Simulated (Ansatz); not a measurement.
Zr₄O₈⁻, relaxed as a doublet with UKS PBE-D4/def2-SVP in Ansatz, starting from the GFN1-xTB geometry. Force threshold 0.03 eV/Å.

In the def2 sets Zr takes a core potential; there is no spin–orbit coupling. The structure holds one bond between oxygen atoms, so isomers without such links may lie far lower. Another isomer (doublet) lies 6.56 eV lower at PBE0-D4/def2-SVP; other spin states weren't run for this one.

Start:

```xyz
12

Zr    0.913    0.860    1.348
Zr    0.374   -2.178    0.122
Zr   -1.366    2.724    0.225
Zr   -0.741    0.229   -1.812
O     2.571    1.463    1.528
O    -0.626    0.701   -3.512
O     0.491   -4.036    0.389
O    -0.535    2.141    1.795
O     0.549   -1.024    1.617
O    -0.964   -1.514   -1.107
O     1.615   -3.521   -0.326
O    -2.280    4.156   -0.266
```

| step | energy (eV) | largest force component (eV/Å) | SCF passes |
| --- | --- | --- | --- |
| 1 | -21484.3632 | 2.840 | 40 |
| 2 | -21485.5689 | 1.140 | 42 |
| 3 | -21485.7789 | 0.561 | 38 |
| 4 | -21485.9311 | 0.295 | 39 |
| 5 | -21486.0108 | 1.056 | 37 |
| 6 | -21486.1205 | 0.767 | 35 |
| 7 | -21486.2324 | 0.568 | 36 |
| 8 | -21486.2909 | 0.479 | 31 |
| 9 | -21486.3360 | 0.390 | 31 |
| 10 | -21486.3681 | 0.238 | 32 |
| 11 | -21486.3846 | 0.361 | 31 |
| 13 | -21486.4366 | 0.225 | 33 |
| 15 | -21486.5398 | 0.583 | 33 |
| 17 | -21486.8427 | 0.792 | 35 |
| 19 | -21487.3963 | 1.083 | 35 |
| 21 | -21487.7671 | 0.199 | 47 |
| 23 | -21487.7867 | 0.257 | 36 |
| 25 | -21487.8038 | 0.162 | 36 |
| 27 | -21487.8064 | 0.201 | 36 |
| 29 (rejected) | -21487.8076 | 0.024 | 31 |
| 30 | -21487.8078 | 0.009 | 33 |

Force components are those of the run's own axes.

End:

Cartesian coordinates in Å:
```
Zr 1.173 1.142 1.197
Zr 0.299 -2.214 0.109
Zr -1.363 3.178 0.520
Zr -0.904 0.720 -1.666
O 2.807 1.868 1.245
O -0.527 1.192 -3.350
O -0.253 -3.998 0.772
O -0.379 2.357 1.901
O 1.129 -0.885 1.290
O -0.723 -1.262 -1.267
O 0.972 -4.077 -0.103
O -2.229 1.978 -0.648
```

Bonds formed: Zr4–O12 (atoms count from 1).

The force fell under the threshold at step 26, but the optimiser went on. No frequencies were taken in this run, so the end may be a saddle point.

Hardware: 4 threads of Intel Xeon on a shared host. Wall time 11 min.
